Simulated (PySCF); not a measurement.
PySCF input for C₃H₈BFO, SMILES CCB(F)CO, C-PCM-ωB97X/def2-SVP. Geometry: r2SCAN-D4/def2-SVP. This is a generated structure with no PubChem entry under its InChIKey; it may be hypothetical. One conformer was computed; it need not be the lowest.

```python
import numpy as np
from pyscf import gto, scf, dft
from pyscf.solvent import pcm

mol = gto.M(
    atom='''
    C     2.41416172   -0.32472734    0.12170025
    C     0.94675892   -0.72572292   -0.00893768
    B    -0.10674538    0.42560667    0.11684121
    F     0.28874473    1.65445967    0.47660640
    C    -1.64550059    0.22758757   -0.15244422
    O    -2.03740476   -1.06522168   -0.59216782
    H     2.70065706    0.39282695   -0.66338563
    H     2.61047447    0.16520195    1.08826352
    H     3.09008404   -1.19038397    0.04182648
    H     0.73968317   -1.25303934   -0.96065477
    H     0.67858000   -1.48225115    0.75987136
    H    -2.23132791    0.57261379    0.73148986
    H    -1.93502164    0.93822977   -0.95091111
    H    -1.71138721   -1.70241875    0.05526907
    ''',
    basis='def2-SVP',
    charge=0,
    spin=0,
    max_memory=1600,
    verbose=3,
)
mf = dft.RKS(mol, xc='wb97x').density_fit(auxbasis='def2-universal-jkfit')
mf.grids.level = 3
mf.conv_tol = 1e-9
mf.max_cycle = 100
mf.kernel()
res = {}
for name, eps in {'water': 78.355, 'methanol': 32.613, 'n-hexane': 1.8819}.items():
    s = mf.PCM()
    s.with_solvent.method, s.with_solvent.eps, s.with_solvent.lebedev_order = 'C-PCM', eps, 29
    s.kernel(mf.make_rdm1())
    res[name] = (s.e_tot, eps, s.dip_moment(), s.mo_energy, s.converged)
    print(f'{name}: electrostatic solvation free energy {(s.e_tot - mf.e_tot) * 627.509474:.3f} kcal/mol')
```

Program output:

```
converged SCF energy = -318.793228113197

WARN: PCM is an experimental feature. It is still in testing.
Features and APIs may be changed in the future.

converged SCF energy = -318.802114738447
Dipole moment(X, Y, Z, Debye):  0.63497, -1.09228,  1.27551
water: electrostatic solvation free energy -5.576 kcal/mol

WARN: PCM is an experimental feature. It is still in testing.
Features and APIs may be changed in the future.

converged SCF energy = -318.801935988595
Dipole moment(X, Y, Z, Debye):  0.63504, -1.08593,  1.26867
methanol: electrostatic solvation free energy -5.464 kcal/mol

WARN: PCM is an experimental feature. It is still in testing.
Features and APIs may be changed in the future.

converged SCF energy = -318.797218056751
Dipole moment(X, Y, Z, Debye):  0.63345, -0.93386,  1.10398
n-hexane: electrostatic solvation free energy -2.504 kcal/mol
```

The run converged.
